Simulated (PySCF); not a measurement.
Isomers of C5H9NSi, one conformer each; single-point electronic energies without zero-point terms and without any empirical dispersion term.

All values: PBE0/pcSseg-1 (PySCF, non-relativistic), each on one gas-phase PBE0-D3(BJ)/def2-SVP geometry that isn't relaxed in the solvent. The solvent is an IEF-PCM continuum (Bondi radii, 1.10 Å for H, scaled by 1.2). Specific hydrogen bonds and non-electrostatic terms are outside this model.

| isomer | relative energy, gas (kcal/mol) | dipole (D) |
| --- | --- | --- |
| `[H]/N=C\[C@H]1C=CC[SiH2]1` | 0.0 | 2.85 |
| `C#C[C@H]1CC[SiH2]N1` | 11.9 | 0.43 |

How do the relative energies look in chloroform (ε = 4.711)?

| isomer | relative energy, solvent (kcal/mol) | E(solvent) − E(gas) (kcal/mol) | dipole in solvent (D) |
| --- | --- | --- | --- |
| `[H]/N=C\[C@H]1C=CC[SiH2]1` | 0.0 | -4.2 | 3.41 |
| `C#C[C@H]1CC[SiH2]N1` | 13.0 | -3.1 | 0.52 |

The order is unchanged. Conformers: `[H]/[N:1]=[CH:2]\[C@H:3]1[CH:4]=[CH:5][CH2:6][SiH2:7]1` with N1–C2–C3–C4 -17°, C2–C3–C4–C5 110°, C4–C5–C6–Si7 8°, C5–C6–Si7–C3 -12°, C2–C3–Si7–C6 -109°; `[CH:1]#[C:2][C@H:3]1[CH2:4][CH2:5][SiH2:6][NH:7]1` with C2–C3–C4–C5 79°, C3–C4–C5–Si6 36°, C4–C5–Si6–N7 -16°, C5–Si6–N7–C3 -10°. `[H]/N=C\[C@H]1C=CC[SiH2]1` gains most from the continuum, and it has the largest gas-phase dipole. The gains span 1.1 kcal/mol, the gas-phase energies 11.9 kcal/mol.
